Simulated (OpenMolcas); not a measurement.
**4s² 4p⁴ along the 34-electron sequence**

| Item | Value |
| --- | --- |
| Program | OpenMolcas |
| Method | RASSCF |
| Basis | ANO-RCC-VTZP |
| Scalar Hamiltonian | DKH2, point nucleus |
| Spin-orbit coupling | state interaction with AMFI integrals over the reference wave functions, term energies averaged over their components |

Active space for each ion: 6 electrons in 9 orbitals (RAS2 4s 4p; RAS3 4d, at most 2 electrons).

Computed levels in cm-1 above ³P₂:

| Level | Se | Br+ | Kr2+ |
| --- | --- | --- | --- |
| ³P₁ | 1788 | 2801 | 4007 |
| ³P₀ | 2368 | 3570 | 4917 |
| ¹D₂ | 11198 | 13709 | 16556 |
| ¹S₀ | 23923 | 29061 | 34338 |
| weight of ³P in the lowest level (%) | 99 | 98 | 98 |

Measured, with the error of the calculation in %. Measured levels: Se, Br+ from NIST Handbook of Basic Atomic Spectroscopic Data; Kr2+ from Saloman, J. Phys. Chem. Ref. Data 36, 215 (2007).

| Level | Se | Br+ | Kr2+ |
| --- | --- | --- | --- |
| ³P₁ | 1989 (-10.1) | 3136 (-10.7) | 4548 (-11.9) |
| ³P₀ | 2534 (-6.6) | 3837 (-7.0) | 5313 (-7.4) |
| ¹D₂ | 9576 (+16.9) | 12089 (+13.4) | 14644 (+13.1) |
| ¹S₀ | 22446 (+6.6) | 27867 (+4.3) | 33080 (+3.8) |

The fine-structure level ³P₀ changes by a factor of 2.08 from Se to Kr2+. Its fourth root runs 6.98, 7.73, 8.37, with steps per unit of Z of 0.75, 0.64; equal steps would mean a (Z - σ)^4 law with constant σ.

¹D₂ changes by a factor of 1.48 over the same range, with steps per unit of Z of +2510, +2850 cm-1.

Without dynamic correlation excited terms often stand tens of per cent too high (terms of higher spin than the ground term too low), and those without a measured partner can miss by more than the paired ones (holds for Se; Br+). Active for correlation alone: 4d; no level in the range computed is led by a configuration that fills it, so any true level of that kind is missing (holds for Se). The run also gave levels led by 4s² 4p³ 4d, which use shells meant for correlation; these and all levels above them are left out (holds for Br+; Kr2+). No level of 4s 4p⁵ was computed, though it lies in the active space (holds for Br+). Measured partners are found by configuration, term and J. A level has none where our copy of the source lacks it or the pairing is in doubt (some pairs that miss far off the trend of their configuration count as doubtful), and it then counts in no deviation. Only configurations of the active space appear.
